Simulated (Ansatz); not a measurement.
Basis sets compared for the cluster Pb2S⁺. The state is a doublet with charge 1. Geometry PBE-D4/def2-TZVP. Ansatz on 4 threads of Arm Neoverse V1 on a shared host; times are rough, and most runs start from earlier orbitals.

```xyz
3

Pb    0.6257   -1.4531   -0.8615
Pb   -0.5043    0.5055    1.6539
S    -0.1214    0.9477   -0.7924
```

In the def2 sets Pb takes a core potential; there is no spin–orbit coupling. The structure comes from a short search, and lower isomers may exist.

```json
{"level": "PBE-D4/def2-SVP", "functions": "70", "energy (Eh)": "-783.5525", "HOMO (eV)": "-9.46", "LUMO (eV)": "-8.74", "wall time": "1.1 s"}
{"level": "PBE0-D4/def2-SVP", "functions": "70", "energy (Eh)": "-783.5147", "HOMO (eV)": "-10.23", "LUMO (eV)": "-8.02", "wall time": "1.4 s"}
```

(1) Estimate the rows for PBE-D4/def2-TZVP (with forces), PBE0-D4/def2-TZVP.

Answers

(1) 
```
                         level  functions  energy (Eh)  HOMO (eV)  LUMO (eV)  wall time
PBE-D4/def2-TZVP (with forces)        137    -783.7058      -9.43      -8.68      2.5 s
             PBE0-D4/def2-TZVP        137    -783.6648     -10.20      -7.95      3.1 s
```
